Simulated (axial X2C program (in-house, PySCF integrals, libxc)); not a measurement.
Nuclear properties of HfC

Computed with an axial X2C code built on PySCF integrals: two-component X2C with atomic mean-field Coulomb and Gaunt terms, Gaussian nuclei, basis Hf dyall-cv3z, C dyall-v3z with contracted cores.

R = 1.930 Å (near the PBE0 minimum at charge 0 of the determinant lowest at the starting distance; the state shown can have its own minimum elsewhere).

Input and command:
```json
{"zs": [72, 6], "q": 0, "bas": ["dyall-cv3z", "dyall-v3z"], "r0": 1.95, "levels": ["PBE0", "HF", "PBE50", "B3LYP", "r2SCAN"], "nst": 3}
```
```bash
python soeom.py task.json out
```

Keys: zs atomic numbers; q charge; bas basis sets; r0 starting distance in Å; levels methods; nst determinants followed.

Determinant lowest in the PBE0 search, Ω = 2 (⟨Sz⟩ = 1.00, ⟨Lz⟩ = 1.00 at PBE0), spin on the atoms Hf 0.23, C 0.76:

```json
{"level": "PBE0", "Eeff magnitude (GV/cm)": "19.5", "Ws magnitude Hf (kHz)": "10.1", "A∥/gI Hf (MHz)": "238", "qzz Hf (a.u.)": "-6.86", "A∥/gI C (MHz)": "66.2", "qzz C (a.u.)": "-0.02", "μ (D)": "-2.62"}
{"level": "HF", "Eeff magnitude (GV/cm)": "84.8", "Ws magnitude Hf (kHz)": "40.8", "A∥/gI Hf (MHz)": "573", "qzz Hf (a.u.)": "-8.84", "A∥/gI C (MHz)": "71.7", "qzz C (a.u.)": "-0.12", "μ (D)": "-1.89"}
{"level": "PBE50", "Eeff magnitude (GV/cm)": "27", "Ws magnitude Hf (kHz)": "13.6", "A∥/gI Hf (MHz)": "347", "qzz Hf (a.u.)": "-7.26", "A∥/gI C (MHz)": "68.7", "qzz C (a.u.)": "-0.02", "μ (D)": "-2.67"}
{"level": "B3LYP", "Eeff magnitude (GV/cm)": "14.3", "Ws magnitude Hf (kHz)": "7.73", "A∥/gI Hf (MHz)": "183", "qzz Hf (a.u.)": "-6.88", "A∥/gI C (MHz)": "71.4", "qzz C (a.u.)": "-0.04", "μ (D)": "-2.76"}
{"level": "r2SCAN", "Eeff magnitude (GV/cm)": "22.6", "Ws magnitude Hf (kHz)": "11.8", "A∥/gI Hf (MHz)": "488", "qzz Hf (a.u.)": "-7.02", "A∥/gI C (MHz)": "54.4", "qzz C (a.u.)": "-0.13", "μ (D)": "-2.60"}
```

Determinant 0.10 eV from it at PBE0 and this distance, Ω = 1 (⟨Sz⟩ = 1.00, ⟨Lz⟩ = 0.00 at PBE0), spin on the atoms Hf 0.63, C 0.37:

| level | Eeff magnitude (GV/cm) | Ws magnitude Hf (kHz) | A∥/gI Hf (MHz) | qzz Hf (a.u.) | A∥/gI C (MHz) | qzz C (a.u.) | μ (D) |
| --- | --- | --- | --- | --- | --- | --- | --- |
| PBE0 | 25.2 | 22.1 | 6150 | -6.97 | 142 | 0.21 | -5.55 |
| PBE50 | 26.5 | 23 | 6120 | -6.81 | 140 | 0.14 | -5.86 |
| B3LYP | 23 | 20.2 | 6210 | -7.15 | 150 | 0.23 | -5.47 |
| r2SCAN | 28.8 | 26 | 6070 | -7.20 | 154 | 0.23 | -5.18 |

Eeff is the effective electric field on the electron electric dipole moment in this Ω state and Ws the scalar–pseudoscalar constant of the nucleus named (defined with the proton number Z and per Ω); A∥ (defined per Ω) follows by multiplying with gI = μI/(I μN); qzz is the electric field gradient, eQq0 = 234.96 MHz × Q/barn × qzz; μ is positive if the C end (last atom) is positive. The operators were transformed with the bare-nucleus X2C matrices; with these basis sets, hyperfine constants and field gradients can be off by tens of per cent, and where levels differ in sign neither size nor sign is settled.

With Q(177Hf) = 3.365 barn, gI(13C) = 1.4048 (g factors from the IAEA table of nuclear moments by Stone; Q from Pyykkö, Mol. Phys. 2018), turn the PBE0 values of the first state into constants in MHz.

eQq0(177Hf) = 234.96 × (3.365) × (-6.86) = -5420 MHz; A∥(13C) = 66.2 × 1.4048 = 93 MHz.

Each state is one determinant with collinear spin, which with several unpaired electrons need not be a pure state. Unrestricted Hartree–Fock can overshoot spin polarisation at the nuclei. With several open shells hyperfine constants can be off by a factor of several. Where Eeff spreads by more than a factor of two the levels disagree and none is to be relied on. Open-shell Ω = 0 determinants with evenly filled partner blocks cannot be reached by this program, so the Ω shown need not be the lowest component. Left out as unconverged or as another state under the same occupation: HF in at least one table. At r2SCAN a later determinant lies lower. States lie within half an eV, so the first need not be the ground state. Further determinants of the search, some of them spin-mixed, are not shown. Where a field gradient or hyperfine factor spreads by more than a factor of two over the levels, a constant derived from it is not to be relied on. PBE0 term energies can be off by some tenths of an eV.
